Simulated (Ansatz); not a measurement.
`C#C[SiH](C)Cl`. Total charge 0; spin multiplicity 1. All single points use the PBE0-D4/def2-TZVP geometry.

```xyz
10

C    -1.588   -0.155    2.077
C    -1.055    0.127    1.033
Si   -0.217    0.551   -0.528
C     1.357   -0.410   -0.708
Cl   -1.484    0.099   -2.084
H    -2.064   -0.404    2.998
H     0.012    2.013   -0.561
H     1.850   -0.162   -1.650
H     1.153   -1.483   -0.692
H     2.035   -0.174    0.116
```

(1) What is the dipole moment at B3LYP/def2-TZVPP? (An estimate is asked.)

(2) And with PBE, r2SCAN, ωB97M-V? (Best estimate.)

(3) Give the Mulliken charges with B3LYP, ωB97M-V, r2SCAN in def2-TZVPP. (Estimate.)

Results:

(1) The calculation gave: 1.87 D, with components (1.22, -0.32, 1.38) D in this frame, pointing from negative to positive charge.

(2) Ansatz gave: PBE 1.83 D, r2SCAN 1.91 D, ωB97M-V 1.88 D.

(3) Ansatz gave: 
```
atom  B3LYP  ωB97M-V  r2SCAN
  C1   0.02    -0.03   -0.09
  C2  -0.43    -0.39   -0.35
 Si3   0.54     0.49    0.60
  C4  -0.38    -0.44   -0.30
 Cl5  -0.26    -0.22   -0.26
  H6   0.25     0.23    0.22
  H7  -0.08    -0.03   -0.08
  H8   0.11     0.13    0.08
  H9   0.11     0.13    0.09
 H10   0.11     0.12    0.08
```

B3LYP here is the variant with VWN-RPA as its local correlation; programs differ in this.
